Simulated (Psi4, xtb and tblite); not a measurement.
Conformational energy of SMILES c1(ccc(C(OC)=O)cc1)OC. Scanned: dihedral C1–O2–C3–O4; all other coordinates were relaxed at GFN2-xTB. Points at φ and −φ are mirror images. Heavy atoms are numbered in the order of the SMILES COC(=O)c1ccc(OC)cc1, hydrogens after them in the order of the atoms that carry them; the mirror image has the same energies with the sign of each dihedral reversed.

Levels: GFN2-xTB (xtb and tblite); B3LYP-D3(BJ)/def2-SVP // GFN2-xTB (Psi4); PBE-D3(BJ)/def2-SVP // GFN2-xTB (Psi4).

Energies relative to the lowest point of each profile, in mEh:

```json
[
 {"φ / °": "-165", "GFN2-xTB": "14.6", "B3LYP-D3(BJ)/def2-SVP": "19.7"},
 {"φ / °": "-105", "GFN2-xTB": "20.8", "B3LYP-D3(BJ)/def2-SVP": "19.4"},
 {"φ / °": "-75", "GFN2-xTB": "18.5", "B3LYP-D3(BJ)/def2-SVP": "16.8"},
 {"φ / °": "-30", "GFN2-xTB": "4.4", "B3LYP-D3(BJ)/def2-SVP": "4.8"},
 {"φ / °": "-15", "GFN2-xTB": "1.2", "B3LYP-D3(BJ)/def2-SVP": "1.4"},
 {"φ / °": "15", "GFN2-xTB": "1.2", "B3LYP-D3(BJ)/def2-SVP": "1.4"},
 {"φ / °": "30", "GFN2-xTB": "4.4", "B3LYP-D3(BJ)/def2-SVP": "4.8"},
 {"φ / °": "75", "GFN2-xTB": "18.5", "B3LYP-D3(BJ)/def2-SVP": "16.8"},
 {"φ / °": "120", "GFN2-xTB": "19.5", "B3LYP-D3(BJ)/def2-SVP": "19.4"},
 {"φ / °": "135", "GFN2-xTB": "17.6", "B3LYP-D3(BJ)/def2-SVP": "19.4"},
 {"φ / °": "150", "GFN2-xTB": "15.8", "B3LYP-D3(BJ)/def2-SVP": "19.1"},
 {"φ / °": "180", "GFN2-xTB": "14.7", "B3LYP-D3(BJ)/def2-SVP": "21.2"}
]
```

Predict the corresponding PBE-D3(BJ)/def2-SVP column.

-165: 18.9; -105: 19.8; -75: 17.3; -30: 4.5; -15: 1.3; 15: 1.3; 30: 4.5; 75: 17.3; 120: 19.5; 135: 19.0; 150: 18.5; 180: 20.3 (mEh).
